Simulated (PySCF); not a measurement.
Selenium: a sound run and one with changed settings

Sound run: Se⁺ [Ar] 3d10 4s2 4p3, Se²⁺ [Ar] 3d10 4s2 4p2. All numbers are calculated (PySCF 2.14, the non-relativistic Hamiltonian (point nucleus), in 6-31G*). The sound run starts from symmetry-adapted Hartree-Fock orbitals and uses a fine grid where one is needed.

Changed run: initial guess 1e, at most 50 SCF cycles, level shift 10.0 hartree.

```
species  method  sound run (hartree)  changed run (hartree)  converged
    Se⁺     UHF          -2399.21035            -2398.90159         no
    Se⁺   M06-L          -2400.76023            -2400.72356         no
    Se⁺     LDA          -2397.39779            -2397.37509         no
   Se²⁺     UHF          -2398.44268            -2398.36610         no
   Se²⁺   M06-L          -2399.98411            -2399.92782         no
   Se²⁺     LDA          -2396.60497            -2396.59386         no
```

A level shift slows the SCF but leaves a converged energy unchanged.
